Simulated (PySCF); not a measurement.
**Exact simulation of a proton spin system**

Molecule: 2,2-dimethylbutanenitrile (SMILES CCC(C)(C)C#N).

Cartesian coordinates in Å; atom numbers follow the order of the lines, from 1:
```xyz
18

C     2.0203    0.3837   -0.0728
C     1.0481   -0.6661    0.4364
C    -0.4479   -0.3716    0.1858
C    -1.3008   -1.4804    0.8168
C    -0.7576   -0.2605   -1.3133
C    -0.7911    0.9044    0.8341
N    -1.0518    1.9096    1.3462
H     1.9924    0.4781   -1.1686
H     1.8006    1.3734    0.3571
H     3.0511    0.1212    0.2066
H     1.2622   -1.6435   -0.0290
H     1.1881   -0.8049    1.5211
H    -1.1079   -1.5640    1.8961
H    -2.3737   -1.2874    0.6722
H    -1.0560   -2.4445    0.3455
H    -0.2114    0.5689   -1.7830
H    -1.8319   -0.0954   -1.4795
H    -0.4696   -1.1966   -1.8163
```

- σ from GIAO-CAM-B3LYP/pcSseg-1
- spin–spin couplings from B3LYP/pcJ-1 (spin–dipole term only in couplings to heteroatoms)
- geometry: PBE0-D3(BJ)/def2-SVP
- program: PySCF
- no solvent model, one conformer, non-relativistic, one averaged value for each set of equivalent atoms

Referencing at the same level of theory: ¹H (σref 31.33) against TMS.

Shifts (ppm): H8/H9/H10 1.18, H11/H12 1.26.
Couplings (Hz): H8–H9, H8–H10, H9–H10: -14.5; H8–H11, H8–H12, H9–H11, H9–H12, H10–H11, H10–H12: 8.4; H11–H12: -15.1.

The 5-spin Hamiltonian (Zeeman plus full scalar coupling among like nuclei) was diagonalised exactly; lines are Lorentzian, 0.7 Hz wide, and the maxima above 3 % are listed with the tallest set to 100.

Task: Give the ¹H peak list of this spin system at 60 MHz.

Result: 
δ in ppm (height): 1.285 (8), 1.235 (48), 1.212 (100), 1.180 (44), 1.132 (5)

Task: And at 600 MHz?

Result: 
δ in ppm (height): 1.284 (9), 1.281 (10), 1.272 (12), 1.268 (32), 1.267 (30), 1.258 (17), 1.256 (20), 1.254 (48), 1.253 (48), 1.243 (25), 1.240 (28), 1.194 (40), 1.192 (60), 1.191 (39), 1.180 (100), 1.178 (53), 1.176 (25), 1.167 (20), 1.165 (30), 1.162 (16)

Task: Among coupled protons with different shifts, which pair is furthest from first order, and how does the field change that?

Result: H8 and H11: Δν/J is about 0.6 at 60 MHz (strongly coupled) and 5.7 at 600 MHz (intermediate, with clear roofing). J in Hz doesn't depend on the field, while Δν in Hz grows in proportion to it.

Unscaled 3J(H,H) at this level run about 10 % above measured values.
